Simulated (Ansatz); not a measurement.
Mulliken charges of C$_{2}$H$_{3}$IS (`C=C(S)I`) from ωB97M-V/def2-TZVPP in Ansatz (PBE0-D4/def2-TZVP geometry).

| atom | x (Å) | y (Å) | z (Å) | charge (e) |
| --- | --- | --- | --- | --- |
| C1 | -0.088 | 0.923 | -0.222 | -0.233 |
| C2 | -0.305 | -0.376 | -0.069 | -0.064 |
| S3 | 0.766 | -1.578 | 0.604 | -0.058 |
| I4 | -2.115 | -1.239 | -0.663 | 0.036 |
| H5 | 0.853 | 1.366 | 0.088 | 0.102 |
| H6 | -0.834 | 1.574 | -0.656 | 0.118 |
| H7 | 1.784 | -0.737 | 0.871 | 0.099 |

Q: By hand: the dipole of these point charges (1 e Å = 4.8032 D).

A: Σ q r = (0.085, 0.108, 0.015) e Å, of length 0.138 e Å = 0.66 D.

Q: How does the dipole of the full density compare? (Estimate.)

A: Computed: (0.205, 0.250, 0.039) e Å, 1.56 D; the point charges give 0.42 times that, at 1° from its direction.

Point charges leave out the atoms' own dipoles, such as those of lone pairs, and Mulliken's split depends on the basis, so the two needn't agree.
